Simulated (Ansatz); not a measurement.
Computed with Ansatz.

CH4ClO2Sc (`C[O][Sc]([OH])[Cl]`) at its PBE0-D4/def2-TZVP geometry, where that method's forces vanish. Total charge 0; spin multiplicity 1.

| atom | x (Å) | y (Å) | z (Å) |
| --- | --- | --- | --- |
| C1 | 0.440 | -1.111 | -1.396 |
| O2 | -0.070 | -0.410 | -0.312 |
| Sc3 | -0.658 | 0.584 | 1.122 |
| O4 | 0.271 | 2.106 | 1.627 |
| Cl5 | -2.556 | -0.109 | 2.280 |
| H6 | 0.253 | -2.185 | -1.287 |
| H7 | 1.521 | -0.957 | -1.490 |
| H8 | -0.032 | -0.779 | -2.328 |
| H9 | 0.830 | 2.860 | 1.783 |

Task: For each bond, give half the difference of the two atoms' forces along it (eV/Å; positive pushes the atoms apart) under PBE-D4, r2SCAN-D4, B3LYP-D4, ωB97M-V in def2-TZVPP. (Best estimate.)

Result: The calculation gave: 
```
   bond  length (Å)  PBE-D4  r2SCAN-D4  B3LYP-D4  ωB97M-V
  C1–O2       1.388    0.19       0.18      0.22     0.29
  C1–H6       1.096    0.08      -0.06     -0.10    -0.14
  C1–H7       1.096    0.07      -0.06     -0.09    -0.13
  C1–H8       1.096    0.08      -0.06     -0.10    -0.14
 O2–Sc3       1.842   -0.01       0.02      0.00    -0.05
 Sc3–O4       1.852   -0.02       0.11      0.17     0.15
Sc3–Cl5       2.329   -0.05      -0.02      0.03     0.03
  O4–H9       0.953    0.34      -0.04     -0.09    -0.14
```

B3LYP here is the variant with VWN-RPA as its local correlation; programs differ in this.
